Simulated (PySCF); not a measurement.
Isomers of C6H9GaN2, mass 178.002 u with the commonest isotopes. Computed with PBE0-D3(BJ)/def2-SVP geometry optimisation, gas phase (PySCF). One conformer each, none proved a minimum here; rigid rotors.

Problem. Order these by rotational constant C, largest first.
A. `[H]/[N:1]=[CH:2]\[c:3]1[cH:4][cH:5][cH:6][n+:7]([GaH3-:8])[cH:9]1` with N1–C2–C3–C4 -1°
B. `[CH2:1]=[N:2][GaH2-:3][n+:4]1[cH:5][cH:6][cH:7][cH:8][cH:9]1` with C1–N2–Ga3–N4 180°, N2–Ga3–N4–C5 0°
C. `[H]/[N:1]=[CH:2]\[GaH2-:3][n+:4]1[cH:5][cH:6][cH:7][cH:8][cH:9]1` with N1–C2–Ga3–N4 -104°, C2–Ga3–N4–C5 -90°

Solution. C (609.8 MHz), B (554.9 MHz), A (444.3 MHz).

Problem. Order these by dipole moment, largest first.
A. `[CH2:1]=[N:2][GaH2-:3][n+:4]1[cH:5][cH:6][cH:7][cH:8][cH:9]1` with C1–N2–Ga3–N4 180°, N2–Ga3–N4–C5 0°
B. `[H]/[N:1]=[CH:2]\[c:3]1[cH:4][cH:5][cH:6][n+:7]([GaH3-:8])[cH:9]1` with N1–C2–C3–C4 -1°
C. `[H]/[N:1]=[CH:2]\[GaH2-:3][n+:4]1[cH:5][cH:6][cH:7][cH:8][cH:9]1` with N1–C2–Ga3–N4 -104°, C2–Ga3–N4–C5 -90°

Solution. C (7.50 D), B (5.66 D), A (5.33 D).

Problem. Order these by rotational constant B, largest first.
A. `[CH2:1]=[N:2][GaH2-:3][n+:4]1[cH:5][cH:6][cH:7][cH:8][cH:9]1` with C1–N2–Ga3–N4 180°, N2–Ga3–N4–C5 0°
B. `[H]/[N:1]=[CH:2]\[c:3]1[cH:4][cH:5][cH:6][n+:7]([GaH3-:8])[cH:9]1` with N1–C2–C3–C4 -1°
C. `[H]/[N:1]=[CH:2]\[GaH2-:3][n+:4]1[cH:5][cH:6][cH:7][cH:8][cH:9]1` with N1–C2–Ga3–N4 -104°, C2–Ga3–N4–C5 -90°

Solution. A (687.7 MHz), C (656.7 MHz), B (526.6 MHz).

| SMILES | point group | Ia (u·Å²) | Ib (u·Å²) | Ic (u·Å²) | κ | μa (D) | μb (D) | μc (D) |
| --- | --- | --- | --- | --- | --- | --- | --- | --- |
| [H]/N=[CH]\[GaH2-][n+]1ccccc1 | C1 | 214.52 | 769.60 | 828.75 | -0.95 | 7.49 | 0.28 | 0.25 |
| C=[N][GaH2-][n+]1ccccc1 | Cs | 183.57 | 734.86 | 910.79 | -0.88 | 5.27 | 0.78 | 0.00 |
| [H]/N=C\c1ccc[n+]([GaH3-])c1 | – | 185.01 | 959.78 | 1137.38 | -0.93 | 4.37 | 3.59 | 0.04 |
